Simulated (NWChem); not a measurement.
Species: HfH$_{2}$Cl$_{2}$; SMILES [Cl][HfH2][Cl]

Program: NWChem. Coordinates come from a PBE0/def2-SVP optimisation. def2 effective core potentials on Hf; no spin-orbit coupling. Vertical excitations in the gas phase; the lowest state need not have the same character in each row.

```csv
level,"lowest excitation, singlet (eV)",oscillator strength of that lowest state,orbital gap (eV)
"PBE/def2-SVPD, TDA",4.12,0.000,4.08
"B3LYP/def2-SVPD, TDA",?,0.000,?
"LDA (Slater exchange, VWN5)/def2-SVPD, TDA",3.93,0.000,3.81
```

Question: What belongs in the gaps?

Answer: 
- B3LYP/def2-SVPD, TDA, lowest excitation, singlet (eV): 4.38
- B3LYP/def2-SVPD, TDA, orbital gap (eV): 5.92
